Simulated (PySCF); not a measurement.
C4H2BrCl, SMILES C#C/C=C(/Cl)Br.

Geometry optimised at r2SCAN-D4/def2-SVP. The structure was generated by enumeration; whether it is a known compound was not checked.

Two levels are set side by side: TDDFT-PBE/def2-SVPD (PySCF) and TDDFT-LC-ωPBE/def2-SVPD (PySCF). Vertical, same geometry. The lowest singlet is HOMO→LUMO+1 97 % with PBE and HOMO→LUMO 90 % with the other functional; states are paired by order. Differences are taken from unrounded values.

```csv
quantity,TDDFT-LC-ωPBE,TDDFT-PBE,TDDFT-PBE minus TDDFT-LC-ωPBE
lowest singlet excitation (eV),5.25,4.41,-0.85
lowest triplet excitation (TDA) (eV),2.93,2.93,0.00
first bright state (f over 0.05) (eV),5.25,4.64,-0.61
its oscillator strength,0.37,0.27,-0.10
```

A lower first singlet is the usual sign of a functional without exact exchange. Differences between two approximate levels are no errors against the true value.

Rough cost on one machine, each run with all the roots and properties that it gave: TDDFT-LC-ωPBE against TDDFT-PBE about 5 times.
